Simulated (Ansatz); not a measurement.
```xyz
16

Si    0.098   -2.552    0.959
O    -0.003   -0.901    1.023
B    -0.001    0.000    0.000
O     0.094   -0.432   -1.289
Si    0.117    0.452   -2.688
O    -0.095    1.334    0.267
Si   -0.216    2.100    1.730
H    -1.045   -3.112    0.197
H     0.051   -3.027    2.361
H     1.375   -2.969    0.327
H     1.272    1.384   -2.694
H    -1.145    1.217   -2.838
H     0.250   -0.523   -3.795
H    -1.444    1.667    2.441
H    -0.287    3.550    1.436
H     0.977    1.811    2.565
```

Charge 0, multiplicity 1.

**Question.** List the ωB97M-V/def2-TZVPP orbital energies in eV (Ansatz 0.2.0). (Estimate.)

**Answer.** Computed: Occupied: -1807.58, -1807.58, -1807.58, -526.41, -526.41, -526.41, -189.97, -148.57, -148.57, -148.57, -102.72, -102.72, -102.72, -102.67, -102.67, -102.67, -102.67, -102.67, -102.67, -32.16, -30.86, -30.86, -19.69, -18.83, -18.83, -16.14, -15.88, -15.88, -15.39, -13.72, -13.72, -13.48, -13.48, -12.84, -11.82, -11.69, -11.62, -11.62, -11.34, -11.34. Lowest empty: 1.36, 2.20, 2.20, 2.76, 2.88, 3.17, 3.18, 3.32.
